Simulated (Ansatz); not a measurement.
`[SiH3][SiH]1CO1` + HCl → `Cl[SiH]1CO1` + SiH₄ at 400 K and 1 bar (cleavage of the Si–Si bond).

Computed with Ansatz on PBE0-D4/def2-TZVP structures; ΔE is electronic, products minus reactants. CCSD(T)/CBS adds triple-zeta CCSD(T) − MP2 to the extrapolated MP2 energy (def2 sets, frozen cores). This one scheme is used for every species.

```
          species  CCSD(T)/CBS energy (Eh)  H − E (kJ/mol)  S (J/(mol·K))
`[SiH3][SiH]1CO1`               -694.95910           198.8          362.1
              HCl               -460.38127            29.6          195.4
    `Cl[SiH]1CO1`               -863.91561           130.9          321.6
             SiH₄               -291.46306            96.9          218.6
```

H − E and S are ideal-gas, rigid-rotor, harmonic terms from PBE0-D4/def2-TZVP, for one conformer and one mirror image of each species. 1 Eh = 2625.50 kJ/mol, R = 8.31446 J/(mol·K).

Question: By hand: ΔE, ΔH, ΔS and ΔG.

Answer: ΔE = (-863.91561) + (-291.46306) − (-694.95910) − (-460.38127) = -0.03830 Eh = -100.6 kJ/mol. Δ(H − E) = 130.9 + 96.9 − 198.8 − 29.6 = -0.6, so ΔH = -101.2 kJ/mol. ΔS = 321.6 + 218.6 − 362.1 − 195.4 = -17.3 J/(mol·K). ΔG = -101.2 − 400 × (-17.3)/1000 = -94.3 kJ/mol.

Question: By hand: the equilibrium constant, and the temperature at which ΔG would vanish if ΔH and ΔS stayed fixed.

Answer: log₁₀ K = −ΔG/(RT ln 10) = 12.3. ΔG = 0 at ΔH/ΔS = 5850 K, far beyond where these terms or the molecules hold.

ΔH outweighs TΔS. A doubt of 5 kJ/mol in ΔE shifts log₁₀ K by 0.7 here. Other conformers and mirror images would add mixing entropy, several J/(mol·K) or more a flexible species. These are equilibria of isolated gas molecules and say nothing of rates. Largest T1 diagnostic: 0.015 (customary marks: 0.02 for closed shells, 0.045 for open ones).
